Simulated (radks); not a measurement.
Problem. These are the eigenvalues of the occupied orbitals of an atom or ion with whole-number occupations (eV). All-electron calculation, non-relativistic Kohn-Sham, MS2 meta-GGA, spin-unpolarised, spherical densities, point nucleus; meta-GGA in the generalised Kohn-Sham scheme. Program: a radial shooting solver on a logarithmic mesh with Libxc functionals.

1s: -3187.634
2s: -367.8823
2p: -299.8497
3s: -82.2638
3p: -65.4413

Which element is it, and in what charge state? The configuration may be excited.

Solution. Z = 18, argon, charge +4: Ar4+ in [Ne] 3s2 3p2. The list shows which subshells hold electrons but not how many an open one holds; the 1s level, -117.14 hartree, gives Z - s = 15.3 by -(Z - s)^2/2, which with screening narrows Z to a few neighbours, and the depths of the outer levels then fix element, charge and occupations together.
